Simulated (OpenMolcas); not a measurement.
## What dynamic correlation does to the levels of Se⁴⁺

```json
{"Program": "OpenMolcas", "Basis": "ANO-RCC-VQZP [7s6p4d2f1g]", "Scalar Hamiltonian": "DKH2, point nucleus", "Active space": "2 electrons in 9 orbitals (RAS2 4s 4p; RAS3 4d, at most 2 electrons)", "State averaging": "2S+1 = 3 even, 3 roots (0 in the spin-orbit step); 2S+1 = 1 even, 1 root; 2S+1 = 3 odd, 3 roots; 2S+1 = 1 odd, 3 roots", "Spin-orbit coupling": "RASSI with atomic mean-field integrals over the reference wave functions, term energies averaged over their components"}
```

Methods on the same reference wave functions:
A. RASSCF
B. SS-RASPT2, IPEA 0.25 Eh, imaginary shift 0.1 Eh (closed shells correlated: 3d)

Energies in cm-1 above 4s2 1S0, the measured ground level; measured values from the list in Rauch et al., Astron. Astrophys. 606, A105 (2017).

```json
{"Level": "4s2 1S0", "A": "0.0", "B": "0.0", "Measured": "0.0"}
{"Level": "4s 4p 3P* 0", "A": "86851", "B": "87895", "Measured": "89749"}
{"Level": "4s 4p 3P* 1", "A": "88276", "B": "89314", "Measured": "91350"}
{"Level": "4s 4p 3P* 2", "A": "91392", "B": "92436", "Measured": "94960"}
{"Level": "4s 4p 1P* 1", "A": "134107", "B": "132614", "Measured": "131733"}
```

Deviations, from unrounded energies. A percentage is the sum of absolute deviations over the sum of measured energies, with the sign that they share, or ± where signs differ.

```
           Against measurement  Levels     A     B
mean absolute deviation (cm-1)       4  3000  1800
      other configurations (%)       4  ±2.9  ±1.8
```

B lies closest to measurement on these levels. The largest miss of B in the table is 4s 4p 3P* 2, by -2500 cm-1. The ranking rests on the paired levels alone, and a cruder setting can come out closer through cancelling errors.

The lowest spin-free term lies below A's lowest term by 0.075 hartree in B.

Some high roots are left out of the spin-orbit mixing, which shifts the levels that they would mix with. Active for correlation alone: 4d; no level in the range computed is led by a configuration that fills it, so any true level of that kind is missing. Measured partners are found by configuration, term and J. A level has none where our copy of the source lacks it or the pairing is in doubt (some pairs that miss far off the trend of their configuration count as doubtful), and it then counts in no deviation. Levels of configurations outside the active space are missing.

* marks odd parity.
